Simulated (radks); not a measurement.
Q: The tellurium ion Te4+, [Kr] 4d10 5s2. Method: non-relativistic Kohn-Sham, LDA (Slater exchange, Perdew-Wang correlation), spin-polarised, spherical densities, point nucleus; computed with a radial shooting solver on a logarithmic mesh with Libxc functionals. Every spin shell is full or empty, so the densities are truly spherical. Functionals are evaluated on that one density, not self-consistently. Rank these orbital-free kinetic functionals by their error against the exact value of the orbitals, and give that value: Thomas-Fermi, LC94, revAPBEK, Perdew 92, Pearson, PG1, DePristo-Kress, Ernzerhof.

A: Exact: 6601.76 hartree. From best to worst, with 100 (|E| - |E exact|)/|E exact| (equal figures are ties): LC94 +0.06, DePristo-Kress -0.11, revAPBEK +0.29, Ernzerhof -0.41, Perdew 92 -0.67, Pearson -0.91, Thomas-Fermi -5.24, PG1 +14.83.
